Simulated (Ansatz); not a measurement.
Relaxation of C$_{3}$H$_{9}$ClFNSi (16 atoms, charge 0, multiplicity 1), to a largest force component of 0.02 eV/Å in at most 40 steps.

The calculation used Ansatz 0.2.0, RKS r2SCAN-D4/STO-3G.

```xyz
16
Properties=species:S:1:pos:R:3
Si 0.000 0.000 0.000
C 0.000 0.000 1.870
H -1.000 -0.309 2.240
H 0.768 -0.711 2.240
H 0.232 1.020 2.240
F 1.499 0.000 -0.529
Cl -1.003 1.738 -0.709
N -0.857 -1.485 -0.606
C -1.599 -2.340 0.332
H -1.222 -2.174 1.363
H -2.679 -2.087 0.289
H -1.457 -3.405 0.054
C -0.808 -1.831 -2.034
H -1.610 -1.286 -2.575
H 0.179 -1.543 -2.451
H -0.957 -2.924 -2.156
```

Task: Where does it end, and by what steps?

Result: The forces met the threshold. Limits of this set-up: minimal basis. After 11 steps the energy has fallen by 0.477 eV; Cl7 moved furthest, 0.67 Å.

```csv
step,energy less start (eV),largest force component (eV/Å),accepted
0,0.0000,2.436,yes
1,-0.3026,0.876,yes
2,-0.3889,0.502,yes
3,-0.4214,0.525,yes
4,-0.4429,0.640,yes
5,-0.4650,0.208,yes
6,-0.4715,0.100,yes
7,-0.4753,0.090,yes
8,-0.4766,0.081,yes
9,-0.4770,0.044,yes
10,-0.4771,0.023,yes
11,-0.4772,0.008,yes
```

```xyz
16
Properties=species:S:1:pos:R:3
Si -0.067 -0.082 0.041
C 0.136 0.020 1.895
H -0.838 0.055 2.394
H 0.687 -0.849 2.273
H 0.687 0.924 2.175
F 1.284 0.298 -0.775
Cl -1.531 1.371 -0.539
N -0.516 -1.705 -0.459
C -1.706 -2.295 0.233
H -1.584 -2.193 1.324
H -2.666 -1.821 -0.061
H -1.769 -3.370 -0.012
C -0.643 -1.882 -1.943
H -1.557 -1.413 -2.364
H 0.239 -1.435 -2.433
H -0.670 -2.960 -2.181
```

The run took 2.4 min on 1 thread of Intel(R) Xeon(R) Platinum 8259CL CPU @ 2.50GHz (Skylake/Cascade Lake), with other jobs on the host, peak memory 0.24 GiB.
